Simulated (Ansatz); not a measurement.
The cluster Na₆P⁻, relaxed as a singlet with RKS PBE-D4/def2-SVPD in Ansatz, starting from the GFN1-xTB geometry. Force threshold 0.02 eV/Å.

The restricted singlet is unstable towards broken spin symmetry at other levels; at PBE-D4/def2-SVPD this wasn't settled. Another isomer (singlet) lies 0.31 eV lower at PBE0-D4/def2-TZVPD; other spin states weren't run for this one.

Start:

```xyz
7

P     0.041   -0.465   -0.006
Na   -2.248    0.037    4.391
Na   -0.284    1.084    2.178
Na    2.387    0.493   -4.284
Na   -1.869   -1.359    1.688
Na    0.091   -0.828   -2.693
Na    1.882    1.038   -1.276
```

(1) Estimate the energy that the relaxation releases and the steps that it takes.

(2) Does the start keep its bonding?

(3) Predict the relaxed structure.

Answers

(1) 0.51 eV, in 13 steps; 25 s on 4 threads of Intel Xeon Platinum 8488C on a shared host. The force fell under the threshold at step 10, but the optimiser went on and released 0.003 eV more. No frequencies were taken in this run, so the end may be a saddle point.

(2) By distances, no bond broke or formed. The bond that changes most is Na2–Na3, from 3.14 to 3.77 Å (atoms count from 1).

(3) 
```
atom   x (Å)   y (Å)   z (Å)
  P1   0.407  -0.880   0.147
 Na2  -2.858   0.436   4.198
 Na3  -0.543   1.303   1.353
 Na4   2.059   1.196  -4.459
 Na5  -1.112  -1.850   2.107
 Na6  -0.507  -0.307  -2.281
 Na7   2.553   0.102  -1.066
```
Bond lengths (bridged metal pairs left out): 4 × Na–Na 3.56 to 3.77 Å; 4 × Na–P 2.65 to 2.67 Å.
